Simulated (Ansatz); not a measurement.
A structure relaxed at PBE-D4/def2-SVP in Ansatz, charge 0, singlet:

```xyz
30

O     1.463    3.078    0.163
B     0.779    2.231    1.009
O     0.532    2.516    2.333
C     0.268    0.852    0.411
C    -0.567    1.100   -0.877
C    -1.017   -0.237   -1.497
C    -1.875   -1.014   -0.479
C    -1.047   -1.289    0.791
C     0.194   -2.126    0.422
C     1.055   -1.351   -0.595
C     0.225   -1.073   -1.864
C     1.503   -0.013    0.025
C    -0.597    0.049    1.412
H     1.771    3.904    0.576
H     0.886    3.372    2.635
H     0.034    1.681   -1.609
H    -1.459    1.719   -0.633
H    -1.614   -0.036   -2.413
H    -2.224   -1.971   -0.924
H    -2.784   -0.428   -0.222
H    -1.667   -1.847    1.526
H     0.789   -2.348    1.334
H    -0.117   -3.104   -0.007
H     1.952   -1.952   -0.860
H     0.843   -0.530   -2.612
H    -0.085   -2.032   -2.335
H     2.144    0.545   -0.691
H     2.124   -0.208    0.928
H    -0.023   -0.136    2.345
H    -1.485    0.648    1.709
```

(1) Give its formula, name or SMILES.

(2) Summarise the bond lengths by kind (pairs closer than 1.2 times the sum of covalent radii, bridged metal pairs left out).

Answers

(1) `OB(O)C12CC3CC(CC(C3)C1)C2`.

(2) 12 × C–C 1.54 to 1.56 Å; 2 × B–O 1.38 Å; 1 × B–C 1.59 Å; 15 × C–H 1.11 Å; 2 × H–O 0.97 Å.
